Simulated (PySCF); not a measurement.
C4H13BSi2.
Z-matrix (Å and degrees, PBE0-D3(BJ)/def2-SVP geometry), rows numbered from 1:
```
C 
B   1  1.5679
C   2  1.5656  1  120.52
Si  2  2.0323  1  118.64  3  -178.43
C   4  1.9263  2  110.36  1    63.90
Si  5  1.9007  4   87.25  2  -101.26
C   6  1.8997  5   91.52  4   -14.37
H   1  1.1006  2  115.48  3  -148.82
H   1  1.1102  2  104.41  3    95.92
H   1  1.1018  2  114.38  3   -19.79
H   3  1.1001  2  115.73  1  -152.56
H   3  1.1109  2  103.49  1    92.45
H   3  1.1020  2  114.57  1   -22.61
H   4  1.5026  2  114.01  1  -167.89
H   5  1.0993  4  118.77  2    19.96
H   5  1.1025  4  111.17  2   146.56
H   6  1.4975  5  111.85  4   100.17
H   6  1.4982  5  116.19  4  -134.88
H   7  1.0995  4  118.12  2   -22.72
H   7  1.1024  4  111.94  2  -149.63
```

Method: PySCF 2.14.0, delta-SCF UKS SCAN, pcX-2 on the ionised atom, pcseg-1 elsewhere, spin-free X2C. Each binding energy is the total energy of the core-ionised species, with the hole localised on one atom, minus that of the ground state; both are solved self-consistently, so orbital relaxation is included.

Some binding energies are withheld.

```json
{"atom(s)": "B2", "bonded to": "2 C and Si", "level": "B 1s", "binding energy (eV)": "195.18"}
{"atom(s)": "C1/C3", "bonded to": "3 H and B", "level": "C 1s", "binding energy (eV)": "289.99"}
{"atom(s)": "C5/C7", "bonded to": "2 H and 2 Si", "level": "C 1s", "binding energy (eV)": "289.21"}
{"atom(s)": "Si4", "bonded to": "2 C, H and B", "level": "Si 1s", "binding energy (eV)": "?"}
{"atom(s)": "Si6", "bonded to": "2 C and 2 H", "level": "Si 1s", "binding energy (eV)": "?"}
{"atom(s)": "Si4", "bonded to": "2 C, H and B", "level": "Si 2p3/2", "binding energy (eV)": "105.64"}
{"atom(s)": "Si6", "bonded to": "2 C and 2 H", "level": "Si 2p3/2", "binding energy (eV)": "?"}
```

Problem. What is the Si 1s binding energy of Si6?

Solution. 1846.01 eV (SiH2 silicon).

Problem. What is the Si 2p3/2 binding energy of Si6?

Solution. 106.20 eV (SiH2 silicon), with 2p1/2 at 106.82 eV. The other listed Si 2p3/2 value is that of Si4; the shift against it is +0.56 eV.

Problem. What is the Si 1s binding energy of Si4?

Solution. 1845.41 eV (SiH silicon).

Lowest listed C 1s: C5/C7, bonded to 2 H and 2 Si. Highest, 0.78 eV above it: C1/C3, bonded to 3 H and B. Summing the Pauling electronegativity differences to the bonded atoms, each weighted by its formal bond order, gives -2.00 for the lowest site and -1.56 for the highest.

Problem. Which photon energy gives electrons from C 1s of C1/C3 a kinetic energy of 100 eV, and what is their de Broglie wavelength?

Solution. hν = 289.99 + 100 = 389.99 eV, recoil neglected; λ = 12.264 Å/√(E/eV) = 1.23 Å.

One atom of each set of topologically equivalent atoms was ionised and stands for the set; in this conformer not all members are related by symmetry, and their own values weren't computed. The 2p values add to the ΔSCF energy of one spin-free hole a correction within the shell (spin–orbit coupling, ligand field). 2p1/2 minus 2p3/2 (ligand field included): Si 0.62 eV. The structure is a single PBE0-D3(BJ)/def2-SVP conformer in the gas phase; no vibrational or solvent corrections.
